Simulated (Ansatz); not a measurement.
Cost and result up the ladder for the cluster Be₃O₃ (6 atoms). The state is a singlet with charge 0. Geometry: r2SCAN-D4/def2-SVP.

```xyz
6

Be   -0.2834    1.6586   -1.1031
Be   -0.1358    1.1803    0.8871
Be   -0.1085   -0.3631   -1.4121
O    -0.1037   -1.5235   -0.4282
O     0.7377   -0.7653    0.5031
O    -0.1064   -0.1870    1.5532
```

Ansatz on 4 threads of Intel Xeon Platinum 8488C on a shared host. Times are rough, and most runs start from the orbitals of an earlier one. PBE0-D4/def2-TZVP serves as the yardstick here, not as an exact answer. Binding counts from free atoms at the same level (Be singlet, O triplet; other spins of the atoms weren't run), without zero-point energy or a counterpoise term.

LC-ωPBE has ω = 0.4 bohr⁻¹. Correlated methods freeze 3 core orbitals. The structure holds 2 bond(s) between oxygen atoms. Another isomer (singlet) lies 13.54 eV lower at PBE0-D4/def2-TZVP; other spin states weren't run for this one.

Correlated methods converge slowly with the basis.

```csv
level,functions,wall time
revPBE-D4/def2-TZVP,150,0.9 s
PBE0-D4/def2-TZVP,150,1.2 s
PBE-D4/def2-TZVP (with forces),150,1.4 s
r2SCAN-D4/def2-TZVP,150,1.7 s
LC-ωPBE/def2-TZVP,150,1.7 s
CCSD(T)/def2-TZVPP,150,18 s
```

Task: Estimate what each level gives for the binding energy per atom (eV).

Result: 
| level | binding energy per atom (eV) | difference from PBE0-D4/def2-TZVP (eV) | remarks |
| --- | --- | --- | --- |
| revPBE-D4/def2-TZVP | 2.60 | 0.13 | – |
| PBE0-D4/def2-TZVP | 2.47 | 0.00 | – |
| PBE-D4/def2-TZVP (with forces) | 2.77 | 0.29 | – |
| r2SCAN-D4/def2-TZVP | 2.59 | 0.11 | – |
| LC-ωPBE/def2-TZVP | 2.48 | 0.01 | – |
| CCSD(T)/def2-TZVPP | 2.16 | -0.32 | large T1 (0.022) |
